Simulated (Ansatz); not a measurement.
Program: Ansatz. Geometries: PBE0-D4/def2-TZVP. ΔE: electronic, gas phase. CCSD(T)/CBS is the MP2 limit (def2-TZVPP, def2-QZVPP) plus CCSD(T) − MP2 in def2-TZVPP, frozen cores. DFT in def2-TZVPP. For Ga outer-core shells are correlated without core-valence functions, which leaves a few kJ/mol of doubt a bond. Scalar relativity is left out up to krypton. One conformer a species, not always the lowest.

`O[SiH2][GaH][OH]` + `F[SiH](Cl)Cl` → `O[SiH2][Si](F)(Cl)Cl` + `[OH][GaH2]`  (formal exchange of groups at the Si–Ga bond)

Problem. Is it downhill or uphill in electronic energy at CCSD(T)/CBS, and by how much? (An estimate is asked.)

Solution. Computed: Uphill: ΔE = +6.4 kcal/mol.

Problem. What do these levels give: r2SCANh-D4, CAM-B3LYP-D4, BHLYP, SCS-MP2/def2-TZVPP, MP2/def2-QZVPP, MP2/CBS(def2)? (Estimate.)

Solution. Ansatz gave: r2SCANh-D4 5.9, CAM-B3LYP-D4 5.4, BHLYP 6.2, SCS-MP2/def2-TZVPP 6.1, MP2/def2-QZVPP 6.3, MP2/CBS(def2) 6.5 kcal/mol.

Largest T1 diagnostic among the species: 0.015.

The D4 term adds −1.0 kcal/mol with B3LYP and −0.7 kcal/mol with PBE0; it sums over pairs of atoms, weighted by their polarisabilities, and B3LYP, whose exchange is more repulsive, gets the larger term. In def2-TZVPP, CCSD(T) changes the Hartree–Fock value by +1.4 kcal/mol (the triples alone add +0.1 kcal/mol) and MP2 by +1.6 kcal/mol.

B3LYP here is the variant with VWN-RPA as its local correlation; programs differ in this.
